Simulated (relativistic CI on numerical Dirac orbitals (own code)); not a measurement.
Electric-dipole transitions in Tl57+

Computed by Dirac-Coulomb-Breit CI, orbitals from a KLI potential per configuration, model QED (radiative potential, 1s self-energy scaled to tabulated hydrogen-like ionisation energies), unscaled Slater integrals (own radial code, finite nucleus).

CI space (outside the closed core [Ne]): 3s2 3p6 3d6, 3s2 3p5 3d7, 3s2 3p4 3d8, 3s 3p6 3d7, 3p6 3d8, 3s 3p5 3d8, 3s2 3p6 3d5 4s, 3s2 3p6 3d5 4p, 3s2 3p4 3d7 4s, 3s2 3p6 3d5 4d, 3s2 3p4 3d7 4p, 3s2 3p5 3d6 4s, 3s2 3p6 3d5 4f, 3s2 3p4 3d7 4d, 3s 3p5 3d7 4s, 3s2 3p5 3d6 4p, 3s2 3p5 3d6 4d, 3s2 3p6 3d4 4s2, 3s 3p6 3d6 4s, 3p6 3d7 4s, 3p6 3d7 4p, 3s2 3p6 3d5 5s, 3p6 3d7 4d, 3s 3p6 3d5 4s2. Levels of other configurations are missing.

```
λ vac (nm)                   Lower                    Upper   A (s⁻¹)  log gf  S velocity/length
    1.3477   3s2 3p6 3d6 3H_5 [20]  3s2 3p5 3d7 3F°_4 [148]  5.68e+12    0.14               0.81
    1.3478   3s2 3p6 3d6 1I_6 [21]  3s2 3p5 3d7 3G°_5 [151]  8.90e+12    0.43               0.80
    1.3607   3s2 3p6 3d6 1G_4 [24]  3s2 3p5 3d7 3D°_3 [152]  6.29e+12    0.09               0.83
    1.3607  3s2 3p5 3d7 3H°_6 [62]   3s2 3p4 3d8 3G_5 [231]  9.43e+12    0.46               0.85
    1.3639   3s2 3p6 3d6 3F_3 [33]  3s2 3p5 3d7 3P°_2 [183]  7.91e+12    0.04               0.84
    1.3639   3s2 3p6 3d6 3D_3 [10]  3s2 3p5 3d7 3D°_2 [119]  5.76e+12   -0.10               0.83
    1.3646   3s2 3p6 3d6 1G_4 [31]  3s2 3p5 3d7 1G°_4 [180]  8.20e+12    0.31               0.88
    1.3648   3s2 3p6 3d6 1G_4 [31]  3s2 3p5 3d7 3F°_3 [179]  7.74e+12    0.18               0.83
    1.3662    3s2 3p6 3d6 3H_6 [7]  3s2 3p5 3d7 3G°_5 [114]  8.53e+12    0.42               0.80
    1.3664    3s2 3p6 3d6 3G_5 [8]  3s2 3p5 3d7 3G°_5 [114]  3.37e+12    0.02               0.89
    1.3674  3s2 3p5 3d7 3I°_7 [54]   3s2 3p4 3d8 3H_6 [225]  1.07e+13    0.59               0.85
    1.3674  3s2 3p5 3d7 3G°_5 [60]   3s2 3p4 3d8 3F_4 [229]  8.30e+12    0.32               0.86
    1.3707    3s2 3p6 3d6 5D_3 [4]  3s2 3p5 3d7 3F°_4 [112]  2.90e+12   -0.13               0.93
    1.3722    3s2 3p6 3d6 5D_4 [5]  3s2 3p5 3d7 3F°_4 [112]  3.66e+12   -0.03               0.88
    1.3724   3s2 3p6 3d6 1G_4 [12]  3s2 3p5 3d7 3F°_3 [123]  7.87e+12    0.19               0.83
    1.3860    3s2 3p6 3d6 3G_5 [8]  3s2 3p5 3d7 3F°_4 [112]  3.36e+12   -0.06               0.81
    1.3942   3s2 3p6 3d6 1I_6 [21]  3s2 3p5 3d7 1I°_6 [140]  4.20e+12    0.20               0.86
    1.5711  3s2 3p5 3d7 5G°_6 [35]    3s 3p6 3d7 5F_5 [185]  6.53e+12    0.42               0.88
    1.5725  3s2 3p5 3d7 3F°_4 [40]    3s 3p6 3d7 3D_3 [189]  6.02e+12    0.19               0.93
    1.5726  3s2 3p5 3d7 3H°_6 [48]    3s 3p6 3d7 5F_5 [197]  5.44e+12    0.35               0.87
    1.5752  3s2 3p5 3d7 5G°_5 [47]    3s 3p6 3d7 5F_4 [195]  5.74e+12    0.28               0.90
    1.5874  3s2 3p5 3d7 3I°_7 [54]    3s 3p6 3d7 3H_6 [199]  3.92e+12    0.28               0.83
    2.3139    3s2 3p6 3d6 3P_2 [2]   3s2 3p5 3d7 3P°_1 [46]  1.83e+12   -0.35               0.85
    2.3168    3s2 3p6 3d6 5D_4 [5]   3s2 3p5 3d7 3F°_3 [69]  1.77e+12    0.00               0.73
    2.3310    3s2 3p6 3d6 5D_3 [4]   3s2 3p5 3d7 5D°_2 [68]  1.39e+12   -0.25               0.80
    2.3357    3s2 3p6 3d6 3F_4 [1]   3s2 3p5 3d7 3D°_3 [44]  2.78e+12    0.20               0.73
    2.3360    3s2 3p6 3d6 5D_4 [5]   3s2 3p5 3d7 3G°_3 [67]  9.51e+11   -0.26               0.75
    2.3372    3s2 3p6 3d6 3G_5 [8]   3s2 3p5 3d7 3F°_4 [71]  2.47e+12    0.26               0.71
    2.3456    3s2 3p6 3d6 3H_6 [7]   3s2 3p5 3d7 3G°_5 [70]  2.31e+12    0.32               0.70
    2.3578   3s2 3p6 3d6 3H_4 [18]   3s2 3p5 3d7 3G°_3 [94]  1.81e+12    0.02               0.74
    2.3713    3s2 3p6 3d6 3P_2 [2]   3s2 3p5 3d7 1P°_1 [45]  9.69e+11   -0.61               0.79
    2.3890   3s2 3p6 3d6 1I_6 [21]   3s2 3p5 3d7 1H°_5 [95]  2.19e+12    0.31               0.69
    2.3931   3s2 3p6 3d6 3F_4 [27]  3s2 3p5 3d7 3D°_3 [101]  1.99e+12    0.08               0.74
    2.3974   3s2 3p6 3d6 1G_4 [12]   3s2 3p5 3d7 3F°_3 [78]  1.28e+12   -0.11               0.71
    2.3984    3s2 3p6 3d6 3F_4 [1]   3s2 3p5 3d7 3F°_4 [42]  2.22e+12    0.24               0.85
    2.3994   3s2 3p6 3d6 3H_5 [20]   3s2 3p5 3d7 3G°_4 [92]  1.69e+12    0.12               0.72
    2.4106    3s2 3p6 3d6 3P_0 [3]   3s2 3p5 3d7 3P°_1 [46]  1.11e+12   -0.54               0.92
    2.4243   3s2 3p6 3d6 1G_4 [12]   3s2 3p5 3d7 1G°_4 [74]  1.15e+12   -0.04               0.82
    2.4345  3s2 3p5 3d7 3F°_4 [42]   3s2 3p4 3d8 3F_4 [118]  2.56e+12    0.31               0.87
    2.4395    3s2 3p6 3d6 3P_2 [2]   3s2 3p5 3d7 3D°_3 [43]  7.19e+11   -0.35               0.88
    2.4488    3s2 3p6 3d6 5D_3 [4]   3s2 3p5 3d7 5D°_3 [58]  1.44e+12   -0.04               0.80
    2.4615    3s2 3p6 3d6 3H_6 [7]   3s2 3p5 3d7 3H°_6 [62]  1.42e+12    0.23               0.77
    2.4696    3s2 3p6 3d6 5D_4 [5]   3s2 3p5 3d7 3F°_4 [56]  9.57e+11   -0.10               0.82
    2.4767    3s2 3p6 3d6 3P_2 [2]   3s2 3p5 3d7 3P°_2 [41]  1.27e+12   -0.23               0.76
    2.5957    3s2 3p6 3d6 3F_4 [1]   3s2 3p5 3d7 3G°_5 [36]  3.96e+11   -0.36               0.90
```

Terms are leading LS components. Brackets give the number of a level in order of energy, since labels repeat. The list gives strong lines, with weight on those to low levels, among the lowest 400 of 9826 levels, so that lines to higher ones, which can be the strongest, are missing. Levels whose partners in the same complex of configurations lie outside the list can be far off, and so can their lines. Rates are taken at the computed energies, electric ones in the length gauge. A velocity-to-length ratio far from 1 marks an uncertain rate.

At this charge energies of transitions that change n are usually good to better than 1 %, and those within a shell (Δn = 0) to a few per cent.

LS names give the leading component of a level, which can be under half, so a name can repeat, a term be missing and a line seem to break the LS rules.
